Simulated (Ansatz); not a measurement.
Relaxation of CH2ClNSSi (7 atoms, charge 0, multiplicity 1), to a largest force component of 0.02 eV/Å in at most 40 steps.

Method: RKS B3LYP-D4/STO-3G (Ansatz).

```xyz
7
Properties=species:S:1:pos:R:3
S -1.600 -0.147 1.356
Si 0.335 -0.078 0.614
Cl 1.318 -1.798 0.964
C 0.836 0.900 -0.766
N 0.035 -0.054 -1.211
H -2.156 -0.628 0.226
H 1.294 1.738 -1.228
```

Q: Where does it end, and by what steps?

A: The forces met the threshold. Limits of this set-up: minimal basis. After 20 steps the energy has fallen by 0.547 eV; H6 moved furthest, 0.79 Å.

```
step  energy less start (eV)  largest force component (eV/Å)  accepted
   0                  0.0000                           2.165       yes
   1                 -0.3259                           0.930       yes
   2                 -0.4353                           0.507       yes
   3                 -0.4849                           0.933       yes
   4                 -0.4791                           0.555        no
   5                 -0.5251                           0.109       yes
   6                 -0.5276                           0.094       yes
   7                 -0.5315                           0.144       yes
   8                 -0.5304                           0.176        no
   9                 -0.5327                           0.036       yes
  10                 -0.5360                           0.047       yes
  11                 -0.5362                           0.467       yes
  12                 -0.5427                           0.130       yes
  13                 -0.5423                           0.118        no
  14                 -0.5443                           0.028       yes
  15                 -0.5451                           0.026       yes
  16                 -0.5461                           0.091       yes
  17                 -0.5466                           0.084       yes
  18                 -0.5458                           0.260        no
  19                 -0.5469                           0.020       yes
  20                 -0.5470                           0.016       yes
```

```xyz
7
Properties=species:S:1:pos:R:3
S -1.736 0.138 1.241
Si 0.088 -0.218 0.231
Cl 1.238 -1.803 1.028
C 0.911 0.966 -0.787
N 0.310 0.066 -1.580
H -2.278 -1.058 0.873
H 1.527 1.842 -1.051
```

Whether the end is a true minimum wasn't checked by a vibrational analysis.

Time of the run: 68 s on 1 thread of Arm Neoverse V1, with other jobs on the host, peak memory 0.17 GiB.
